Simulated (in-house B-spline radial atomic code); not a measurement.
## Ir VIII (Ir7+): [Xe] 4f14 5d1 7p1 (an excited or competing configuration)

Method: Dirac-Hartree-Fock, average of configuration, Fermi nucleus of rms radius 5.4032 fm. Calculated with a radial B-spline atomic code at the basis-set limit.

Screening seen three ways: the hydrogenic charge with the same mean radius, Z_r = [3n² - l(l+1)]/(2<r>), the one with the same energy, Z_e = n√(-2ε), and Slater's rules. Values are occupation-weighted means over j. An effective charge above Z reflects the relativistic contraction of the inner shells.

```json
{"shell": "1s", "electrons": "2", "ε (eV)": "-76724", "<r> (bohr)": "0.01744", "Z_r": "86.01", "Z_e": "75.09", "Slater": "76.70"}
{"shell": "2s", "electrons": "2", "ε (eV)": "-13658", "<r> (bohr)": "0.07292", "Z_r": "82.28", "Z_e": "63.37", "Slater": "72.85"}
{"shell": "2p", "electrons": "6", "ε (eV)": "-11973", "<r> (bohr)": "0.06576", "Z_r": "76.04", "Z_e": "59.33", "Slater": "72.85"}
{"shell": "3s", "electrons": "2", "ε (eV)": "-3346.7", "<r> (bohr)": "0.1895", "Z_r": "71.23", "Z_e": "47.05", "Slater": "65.75"}
{"shell": "3p", "electrons": "6", "ε (eV)": "-2839", "<r> (bohr)": "0.1901", "Z_r": "65.77", "Z_e": "43.34", "Slater": "65.75"}
{"shell": "3d", "electrons": "10", "ε (eV)": "-2233.2", "<r> (bohr)": "0.1734", "Z_r": "60.57", "Z_e": "38.43", "Slater": "55.85"}
{"shell": "4s", "electrons": "2", "ε (eV)": "-837.66", "<r> (bohr)": "0.4232", "Z_r": "56.71", "Z_e": "31.39", "Slater": "49.25"}
{"shell": "4p", "electrons": "6", "ε (eV)": "-666.5", "<r> (bohr)": "0.4484", "Z_r": "51.30", "Z_e": "28.00", "Slater": "49.25"}
{"shell": "4d", "electrons": "10", "ε (eV)": "-441.57", "<r> (bohr)": "0.478", "Z_r": "43.94", "Z_e": "22.79", "Slater": "37.85"}
{"shell": "5s", "electrons": "2", "ε (eV)": "-223.19", "<r> (bohr)": "0.9614", "Z_r": "39.00", "Z_e": "20.25", "Slater": "19.35"}
{"shell": "4f", "electrons": "14", "ε (eV)": "-194.82", "<r> (bohr)": "0.5246", "Z_r": "34.31", "Z_e": "15.14", "Slater": "26.45"}
{"shell": "5p", "electrons": "6", "ε (eV)": "-171.78", "<r> (bohr)": "1.073", "Z_r": "34.03", "Z_e": "17.77", "Slater": "19.35"}
{"shell": "5d", "electrons": "1", "ε (eV)": "-112.9", "<r> (bohr)": "1.315", "Z_r": "26.24", "Z_e": "14.40", "Slater": "9.00"}
{"shell": "7p", "electrons": "1", "ε (eV)": "-41.988", "<r> (bohr)": "3.84", "Z_r": "18.88", "Z_e": "12.30", "Slater": "8.00"}
```

The least bound orbital is 7p3/2 at -41.47 eV, and it is also the most diffuse (<r> = 3.889 bohr).

Spin-orbit splittings of the orbital energies (j = l + 1/2 above j = l - 1/2 when positive): 2p 1631 eV, 3p 362.3 eV, 3d 77.52 eV, 4p 86.65 eV, 4d 16.32 eV, 4f 3.298 eV, 5p 15.84 eV, 5d 1.952 eV, 7p 1.568 eV.

For the 1s electron the small component carries 8.5 % of the norm, the zero-frequency Breit interaction raises the level by 277.9 eV, self-energy by 176 eV, and vacuum polarisation lowers it by 34.82 eV.

The density falls to 0.001 bohr⁻³ at 4.748 bohr; Σ<r²> = 37.921 bohr² gives, by the non-relativistic formula and without the paramagnetism of open shells, a Langevin diamagnetic susceptibility of -30.03×10⁻⁶ cm³/mol.
